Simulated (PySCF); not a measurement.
C₃H₆GeO₄.
SMILES with atom numbers: `[O:1]=[CH:2][O:3][C@@H:4]1[CH2:5][O:6][GeH2:7][O:8]1` (hydrogens: H9 on C2; H10 on C4; H11, H12 on C5; H13, H14 on Ge7)

Structure used (PBE0-D3(BJ)/def2-SVP), in Å, numbered top down from 1:
```xyz
14
C3H6GeO4 angstrom
O     -2.5434   -0.5266   -1.6344
C     -2.4023    0.1582   -0.6627
O     -1.2513    0.4260   -0.0476
C     -0.0339   -0.0899   -0.6179
C      0.5174   -1.1834    0.3068
O      1.2045   -0.5830    1.3793
Ge     1.7604    1.0403    0.8818
O      0.8674    0.9500   -0.6835
H     -3.2268    0.6732   -0.1267
H     -0.2612   -0.4675   -1.6252
H      1.1932   -1.8332   -0.2813
H     -0.3047   -1.8038    0.6954
H      1.2316    2.1133    1.8387
H      3.2627    1.1234    0.5843
```

Linear response at CAM-B3LYP/def2-SVPD (PySCF, frozen core in the response, non-relativistic). Relativistic effects, spin–orbit coupling among them, are left out although an element past zinc is present.

Static isotropic polarisability: 75.01 au (11.11 Å³), principal values 61.0, 71.6, 92.4 au.

**Question.** What is the polarisability at 1064 nm and at the sodium D line?

**Answer.** 75.58 au at 1064 nm (+0.8 %), 76.91 au at 589.3 nm (+2.5 %). The rise at 589.3 nm is 3.35 times that at 1064 nm; a pure ω² law gives 3.26. The lowest singlet lies at 211 nm, shorter than both wavelengths.

**Question.** What is the isotropic C6 coefficient between two such molecules, C6 = (3/π)∫α(iω)² dω?

**Answer.** 2454 au (Eh·bohr⁶) by a ten-point quadrature over imaginary frequencies, which is 1470 eV·Å⁶ or 142 J·nm⁶/mol.

**Question.** Which effective excitation energy ω̄ makes London's formula C6 = (3/4)α²ω̄ exact here?

**Answer.** ω̄ = 4·C6/(3α²) = 0.582 Eh = 15.8 eV. A one-pole form α(ω) = α/(1 − ω²/ω̄²) fitted to the 1064 nm value gives 13.4 eV. London's choice of the ionisation energy (10.47 eV, ΔSCF at the same level) gives C6 = 1620 au, 34 % too low.

**Question.** What three-body coefficient follows from the one-pole estimate C9 = (3/4)·α·C6?

**Answer.** 138000 au. This is an estimate from the two numbers above, not a computed integral.

**Question.** The lowest 10 singlets have (eV, f): 5.88, 0.001; 6.65, 0.003; 7.35, 0.004; 7.60, 0.013; 7.73, 0.070; 7.82, 0.028; 7.97, 0.111; 8.17, 0.005; 8.20, 0.006; 8.25, 0.059. What share of the static polarisability do they carry in the sum over states α = Σ f/ω²?

**Answer.** 3.57 au, 4.8 % of α; the largest term, 1.29 au, is that of the state at 7.97 eV. Their oscillator strengths add up to 0.30. Higher states carry the rest.

**Question.** What molar refraction at the D line follows from R = (4π/3)·N_A·α′, with α′ the polarisability volume?

**Answer.** α′ = 11.40 Å³ gives R = 28.75 cm³/mol, for isolated, non-vibrating species.

One conformer stands for the species.
